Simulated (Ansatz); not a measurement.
`C[S][Mg][NH2]` + HCl → `C[S][Mg][Cl]` + NH₃ at 600 K and 1 bar (ligand exchange at a Mg–N bond).

Isolated molecules relaxed with PBE0-D4/def2-TZVP in Ansatz; ΔE leaves out vibrations. CCSD(T)/CBS is the MP2 limit (def2-TZVPP, def2-QZVPP) plus CCSD(T) − MP2 in def2-TZVPP, frozen cores. This one scheme is used for every species. For Mg outer-core shells are correlated without core-valence functions, which leaves a few kJ/mol of doubt a bond. Each species was taken in one conformer, which may not be the lowest.

```csv
species,CCSD(T)/CBS energy (Eh),H − E (kJ/mol),S (J/(mol·K))
`C[S][Mg][NH2]`,-693.49300,224.3,446.3
HCl,-460.38127,35.4,207.2
`C[S][Mg][Cl]`,-1097.42002,154.8,418.0
NH₃,-56.50880,112.4,219.5
```

H − E and S are ideal-gas, rigid-rotor, harmonic terms from PBE0-D4/def2-TZVP, for one conformer and one mirror image of each species. 1 Eh = 2625.50 kJ/mol, R = 8.31446 J/(mol·K).

Problem. By hand: ΔE, ΔH, ΔS and ΔG.

Solution. ΔE = (-1097.42002) + (-56.50880) − (-693.49300) − (-460.38127) = -0.05455 Eh = -143.2 kJ/mol. Δ(H − E) = 154.8 + 112.4 − 224.3 − 35.4 = 7.5, so ΔH = -135.7 kJ/mol. ΔS = 418.0 + 219.5 − 446.3 − 207.2 = -16.0 J/(mol·K). ΔG = -135.7 − 600 × (-16.0)/1000 = -126.1 kJ/mol.

Problem. By hand: the equilibrium constant, and the temperature at which ΔG would vanish if ΔH and ΔS stayed fixed.

Solution. log₁₀ K = −ΔG/(RT ln 10) = 11.0. ΔG = 0 at ΔH/ΔS = 8481 K, far beyond where these terms or the molecules hold.

ΔH outweighs TΔS. A doubt of 5 kJ/mol in ΔE shifts log₁₀ K by 0.4 here. Other conformers and mirror images would add mixing entropy, several J/(mol·K) or more a flexible species. These are equilibria of isolated gas molecules and say nothing of rates. Largest T1 diagnostic: 0.009 (customary marks: 0.02 for closed shells, 0.045 for open ones).
